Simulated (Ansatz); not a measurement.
Reaction (redistribution): `N[B]([GeH3])CF` + `[GeH3][TeH]` → `NBCF` + `[GeH3][Te][GeH3]`

Program: Ansatz. Geometries: PBE0-D4/def2-TZVP. ΔE: electronic, gas phase. CBS: MP2 limit from def2 TZ/QZ plus the TZ coupled-cluster correction, frozen cores. Functionals use def2-TZVPP. B3LYP here is the variant with VWN-RPA as its local correlation; programs differ in this. def2 core potentials past Kr. For Ge, Te outer-core shells are correlated without core-valence functions, which leaves a few kJ/mol of doubt a bond. Scalar relativity is left out up to krypton. Each species was taken in one conformer, which may not be the lowest.

Question: Is it downhill or uphill in electronic energy at CCSD(T)/CBS, and by how much? (An estimate is asked.)

Answer: The calculation gave: Downhill: ΔE = -86.8 kJ/mol.

Question: What do these levels give: B3LYP-D4, ωB97X-V, ωB97M-V, B3LYP, SCS-MP2/def2-QZVPP, MP2/CBS(def2)? (An estimate is asked.)

Answer: Computed: B3LYP-D4 -87.5, ωB97X-V -83.8, ωB97M-V -85.6, B3LYP -85.8, SCS-MP2/def2-QZVPP -93.7, MP2/CBS(def2) -98.0 kJ/mol.

Largest T1 diagnostic among the species: 0.012.

From PBE to PBE0 (25 % exact exchange), in def2-TZVPP and without D4, ΔE moves by −3.9 kJ/mol.
